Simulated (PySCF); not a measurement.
C₄H₆ClNSi.
Structure used (PBE0-D3(BJ)/def2-SVP), in Å, numbered top down from 1:
```
atom  x, y, z in Å
C1     0.8863    1.0768    0.7853
C2     0.4330   -0.1527    0.0602
C3     1.2380   -0.9880   -0.6129
Cl4    2.9480   -0.7955   -0.7503
Si5   -1.3824   -0.5865    0.0715
C6    -2.3130    0.8495   -0.6669
N7    -2.8559    1.7685   -1.1204
H8     0.3575    1.9679    0.4093
H9     0.6606    1.0033    1.8619
H10    1.9667    1.2366    0.6679
H11    0.8789   -1.8734   -1.1442
H12   -1.6633   -1.7880   -0.7597
H13   -1.9181   -0.7499    1.4523
```

Computed, not measured: TDDFT B3LYP/def2-SVPD, vertical, gas phase, core orbitals frozen in the response (PySCF 2.14.0, density-fitted response routines).

Transition dipole moments from the ground state, in atomic units and in the frame of the coordinates above (overall signs are arbitrary), for the states with f of 0.002 or more among the lowest 9:

```
state  E (eV)      μx      μy      μz
   S1   5.789   0.545  -0.293  -0.155
   S2   6.026  -0.758   0.234   0.209
   S3   6.276   1.025  -0.441  -0.446
   S5   6.590   0.065  -0.110  -0.020
   S6   6.819  -0.114   0.122  -0.172
   S8   6.960   0.132   0.082  -0.120
   S9   7.114   0.198  -0.083  -0.198
```

Question: What oscillator strength does each state have?

Answer: f = (2/3) ΔE |μ|² with ΔE in hartree (27.2114 eV).

```tsv
state	|μ|² (au)	|μ| (D)	f
S1	0.408	1.62	0.058
S2	0.674	2.09	0.100
S3	1.443	3.05	0.222
S5	0.017	0.33	0.003
S6	0.058	0.61	0.010
S8	0.039	0.50	0.007
S9	0.085	0.74	0.015
```

Question: Which bond between heavy atoms lies closest to the direction of the S3 transition dipole?

Answer: C2–C3, at 22° from it; next C3–Cl4 at 34°.

Question: What angle do the transition dipoles of S2 and S9 make?

Answer: |cos θ| = |μa·μb| / (|μa| |μb|) = 0.88, so θ ≈ 28° (taken between 0 and 90°, since the signs are arbitrary).

Question: What peak molar absorption coefficient would the strongest computed level give as a lone Gaussian band 0.3 eV wide at half height?

Answer: ε(max) = 2.175×10⁸ f / FWHM, with the width in cm⁻¹. S3: 2.175×10⁸ × 0.2219 / 2420 ≈ 20000 L mol⁻¹ cm⁻¹.

All these states lie below the vertical ionisation energy of 9.76 eV (ΔSCF).

The run took 93 s wall on an Arm Neoverse V1 with one thread, no GPU, on a shared host.

One conformer stands for the species.
